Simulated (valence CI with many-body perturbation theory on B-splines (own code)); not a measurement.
## Ta⁵⁹⁺ in brief

Level of theory: configuration interaction combined with many-body perturbation theory (CI+MBPT): four valence electrons over a frozen Dirac-Fock core [Ne], a basis of 11 s, 11 p, 10 d, 8 f, 5 g, 2 h functions for each j, with the one-electron correlation potential Σ1, the two-electron term Σ2, the three-electron term Σ3, Breit, model QED; selected CI, second order for the rest, scaled by the run's own slope (own B-spline code, finite nucleus).

The last digits are not significant, and no measured levels were compared; by estimate large intervals hold to a few tenths of a per cent, small ones and those within an open d or f shell to about a per cent. Among the levels kept, up to 570 cm⁻¹ of a level comes from second order outside the variational space, and about a tenth of that is noise between levels of different J, which matters for small intervals.

Levels are named by their leading jj configuration (3d3/2^4 stands for four electrons in 3d with j = 3/2), which in mixed levels can hold well under half, so a name can repeat and another be missing.

Rates and lifetimes use the calculated energies. Strong lines usually hold to 10 to 20 %, long lifetimes can be off by a factor of two.

What is the ground level?

(3s^2 3p1/2^2) J=0, composition 69 % 3s2 3p2 3P + 31 % 3s2 3p2 1S.

Name the longest-lived excited levels whose lifetime is computed, and their main decay.

(3s^2 3p1/2 3p3/2) J=2 at 334.6 eV lives 283 ns, mostly by E2 to (3s^2 3p1/2^2) J=0; (3s^2 3p1/2 3p3/2) J=1 at 325.4 eV lives 4.57 ns, mostly by M1 to (3s^2 3p1/2^2) J=0; (3s^2 3p3/2 3d5/2) J=4 at 956.3 eV lives 2.90 ns, mostly by M1 to (3s^2 3p1/2 3d5/2) J=3.

What is the ionisation energy?

6366.3 eV; NIST lists 6364 ± 7 eV (theoretical).

How well does LS coupling describe the low levels?

Among the lowest 20 levels the leading LS term, summed over configurations, holds 58 % on average. For single configurations the figures are 55 % in LS and 93 % in jj coupling. Terms mix most in the J = 2 level at 815.0 eV, where the leading one holds 28 %.

Where does the other parity begin?

At (3s 3p1/2^2 3p3/2) J=2, 490.3 eV.
